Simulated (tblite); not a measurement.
Compound: C₄H₁₂GeO.
SMILES with atom numbers: `[CH3:1][O:2][CH2:3][C@H:4]([CH3:5])[GeH3:6]` (hydrogens: H7, H8, H9 on C1; H10, H11 on C3; H12 on C4; H13, H14, H15 on C5; H16, H17, H18 on Ge6)

Computed with GFN2-xTB (tblite), gas phase: L-BFGS steps from a force-field or distance-geometry start until the largest atomic force falls under 0.01 eV/Å.

Geometry at step 5:
```
atom  x, y, z in Å
C1      2.7018    0.3746    0.0750
O2      1.3769    0.1998   -0.3568
C3      0.5876   -0.0764    0.7732
C4     -0.8904   -0.2707    0.4889
C5     -1.1517   -1.4936   -0.3741
Ge6    -1.8866    1.2691   -0.2480
H7      2.7508    1.2444    0.7400
H8      3.3521    0.5181   -0.7835
H9      3.0262   -0.5063    0.6436
H10     0.9833   -0.9930    1.2565
H11     0.7227    0.7596    1.4796
H12    -1.3214   -0.4778    1.4821
H13    -0.8158   -1.3348   -1.3968
H14    -2.2228   -1.6903   -0.3885
H15    -0.6383   -2.3629    0.0317
H16    -1.5300    2.5330    0.4438
H17    -1.7446    1.3616   -1.7183
H18    -3.3086    0.9518    0.0456
```

Question: Give the atomic forces at this geometry.

Answer: 
```json
{"atom": "C1", "Fx (eV/Å)": "-0.107", "Fy (eV/Å)": "0.020", "Fz (eV/Å)": "-0.069"}
{"atom": "O2", "Fx (eV/Å)": "-0.046", "Fy (eV/Å)": "-0.050", "Fz (eV/Å)": "-0.061"}
{"atom": "C3", "Fx (eV/Å)": "-0.011", "Fy (eV/Å)": "-0.012", "Fz (eV/Å)": "0.120"}
{"atom": "C4", "Fx (eV/Å)": "0.064", "Fy (eV/Å)": "-0.174", "Fz (eV/Å)": "0.220"}
{"atom": "C5", "Fx (eV/Å)": "-0.031", "Fy (eV/Å)": "-0.074", "Fz (eV/Å)": "-0.047"}
{"atom": "Ge6", "Fx (eV/Å)": "0.312", "Fy (eV/Å)": "-0.256", "Fz (eV/Å)": "0.091"}
{"atom": "H7", "Fx (eV/Å)": "0.194", "Fy (eV/Å)": "0.095", "Fz (eV/Å)": "0.004"}
{"atom": "H8", "Fx (eV/Å)": "-0.120", "Fy (eV/Å)": "0.021", "Fz (eV/Å)": "-0.084"}
{"atom": "H9", "Fx (eV/Å)": "0.134", "Fy (eV/Å)": "-0.016", "Fz (eV/Å)": "-0.054"}
{"atom": "H10", "Fx (eV/Å)": "-0.085", "Fy (eV/Å)": "0.094", "Fz (eV/Å)": "0.028"}
{"atom": "H11", "Fx (eV/Å)": "-0.147", "Fy (eV/Å)": "-0.022", "Fz (eV/Å)": "0.174"}
{"atom": "H12", "Fx (eV/Å)": "-0.013", "Fy (eV/Å)": "0.088", "Fz (eV/Å)": "-0.097"}
{"atom": "H13", "Fx (eV/Å)": "0.065", "Fy (eV/Å)": "0.025", "Fz (eV/Å)": "0.045"}
{"atom": "H14", "Fx (eV/Å)": "-0.024", "Fy (eV/Å)": "-0.089", "Fz (eV/Å)": "-0.071"}
{"atom": "H15", "Fx (eV/Å)": "-0.018", "Fy (eV/Å)": "-0.072", "Fz (eV/Å)": "-0.037"}
{"atom": "H16", "Fx (eV/Å)": "0.004", "Fy (eV/Å)": "0.192", "Fz (eV/Å)": "-0.025"}
{"atom": "H17", "Fx (eV/Å)": "0.050", "Fy (eV/Å)": "0.140", "Fz (eV/Å)": "-0.129"}
{"atom": "H18", "Fx (eV/Å)": "-0.220", "Fy (eV/Å)": "0.090", "Fz (eV/Å)": "-0.008"}
```

The largest, 0.41 eV/Å, acts on Ge6; the rms over all components is 0.109 eV/Å. The forces sum to zero within rounding, as they must for an isolated molecule in no field.

Question: Give the force on Ge6 in Eh/bohr and in nN.

Answer: 0.414 eV/Å ÷ 51.422 = 0.00805 Eh/bohr, and 0.414 eV/Å × 1.602 = 0.66 nN.

Question: How far is this geometry from the end of the optimisation?

Answer: 0.312 eV above it, and 0.497 Å rms away after alignment. The bonds farthest from their final lengths, with half the difference of the two atoms' forces along the bond (positive lengthens):

```
   bond  now (Å)  final (Å)  force along bond (eV/Å)
Ge6–H18    1.486      1.508                    +0.21
 C4–Ge6    1.976      1.991                    -0.07
Ge6–H16    1.484      1.494                    +0.13
 C4–H12    1.102      1.093                    -0.15
 C3–H10    1.109      1.101                    -0.08
Ge6–H17    1.480      1.488                    +0.11
```

The angle farthest from its final value is C3–C4–Ge6, 117.5° against 105.8°.

Of the 3 listed bonds off by 0.010 Å or more, this force points towards the final length in 2.

What follows is the cost of the whole relaxation. On one thread, Arm Neoverse V2 (aarch64), shared host with 96 logical CPUs at a one-minute load of 34, this took 0.49 s.
